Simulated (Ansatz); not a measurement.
Stepwise reaction of `[F][Sn]([F])([Cl])[Cl]` with ammonia, as a gas-phase model of exchange steps in deposition or etching. ΔE in kJ/mol; ΔG adds harmonic PBE0-D4 terms to CCSD(T)/CBS, at 1 bar.

Calculated with Ansatz (gas phase, PBE0-D4/def2-TZVP geometries, no zero-point term in ΔE). CBS: MP2 limit from def2 TZ/QZ plus the TZ coupled-cluster correction, frozen cores. This one scheme is used for every species. Functionals use def2-TZVPP. B3LYP here is the variant with VWN-RPA as its local correlation; programs differ in this. Elements past krypton have def2 core potentials. For Sn outer-core shells are correlated without core-valence functions, which leaves a few kJ/mol of doubt a bond. One conformer a species, not always the lowest.

```tsv
step	reaction	PBE-D4	B3LYP-D4	ωB97M-V	CCSD(T)/CBS	ΔG(400 K)
2	`[NH2][Sn]([F])([Cl])[Cl]` + NH₃ → `[NH2][Sn]([NH2])([Cl])[Cl]` + H–F	43.2	45.0	44.0	37.5	42.3
```

Question: Give the row of step 1, `[F][Sn]([F])([Cl])[Cl]` + NH₃ → `[NH2][Sn]([F])([Cl])[Cl]` + H–F. (An estimate is asked.)

Answer: Ansatz gave: 
```
step                                                           reaction  PBE-D4  B3LYP-D4  ωB97M-V  CCSD(T)/CBS  ΔG(400 K)
   1  `[F][Sn]([F])([Cl])[Cl]` + NH₃ → `[NH2][Sn]([F])([Cl])[Cl]` + H–F    35.1      36.8     35.9         29.5       21.8
```

Question: By hand: ΔE of the 2 steps together at CCSD(T)/CBS.

Answer: (29.5) + (37.5) = 67.0 kJ/mol, or 33.5 kJ/mol a step.

In ΔE each step is higher than the one before. All are uphill at CCSD(T)/CBS. ΔG lies between 21.8 and 42.3 kJ/mol a step. PBE-D4 differs from CCSD(T)/CBS by 5.6 to 5.7 kJ/mol a step. Isolated molecules leave out the surface, adducts and barriers. Largest T1 diagnostic: 0.013.
